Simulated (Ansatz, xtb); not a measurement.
# Two structures of CHBZn

Structure a: `[B]1=[CH][Zn]1`, a singlet. Structure b: a singlet given by its coordinates. Both are isolated molecules in the gas phase, relaxed with PBE0-D3(BJ)/def2-SVP.

a (Å):

```json
{"atom": "C", "x (Å)": "-0.3830", "y (Å)": "-0.3498", "z (Å)": "-0.4783"}
{"atom": "B", "x (Å)": "-1.2368", "y (Å)": "0.0600", "z (Å)": "0.5422"}
{"atom": "Zn", "x (Å)": "-0.0720", "y (Å)": "-1.2477", "z (Å)": "1.3731"}
{"atom": "H", "x (Å)": "0.0373", "y (Å)": "-0.3825", "z (Å)": "-1.4823"}
```

b (Å):

```xyz
4

C    -0.0847   -0.4165   -0.6002
B    -0.7359    0.5174    0.2259
Zn    0.3420   -1.3689    0.9160
H    -1.3434    1.4404    0.6816
```

Close contacts (Å): C1–B2 1.41, C1–Zn3 1.84, B2–Zn3 2.28, B2–H4 1.20.

**Question.** Estimate E(b) − E(a) at the level CCSD(T)/def2-TZVPP.

**Answer.** Calculated at CCSD(T)/def2-TZVPP: E(b) − E(a) = +5.68 kJ/mol, so structure a lies lower.

The same difference at several levels:

```csv
level,geometry,E(b) − E(a) (kJ/mol),departure from the last row (kJ/mol),"job, with rough time for the two"
PBE0-D3(BJ)/def2-SVP,PBE0-D3(BJ)/def2-SVP,+6.00,+0.32,"optimisation, 41 s"
HF/def2-TZVPP,PBE0-D3(BJ)/def2-SVP,−15.47,−21.15,part of the CCSD(T) run
MP2/def2-TZVPP,PBE0-D3(BJ)/def2-SVP,−7.68,−13.36,part of the CCSD(T) run
CCSD(T)/def2-TZVPP,PBE0-D3(BJ)/def2-SVP,+5.68,,"single point, 82 s"
```

HF/def2-TZVPP, MP2/def2-TZVPP put the two in the other order. The largest departure from CCSD(T)/def2-TZVPP is that of HF/def2-TZVPP, 21.15 kJ/mol. Levels run at GFN2-xTB geometries aren't shown.

With harmonic frequencies from PBE0-D3(BJ)/def2-SVP (ideal gas, rigid rotor, one conformer each, 298.15 K, 1 atm): the zero-point term adds −3.14 kJ/mol; ΔH is +2.64 and ΔG +2.22 kJ/mol.

The T1 diagnostic of structures a and b is large, so the coupled-cluster value is less sure. The correlated steps freeze 7 core orbitals; the last core shell of Zn is correlated, in a basis made for valence electrons. Codes used: Ansatz 0.2.0; the last row on 1 thread of Arm Neoverse V2 on a shared host.
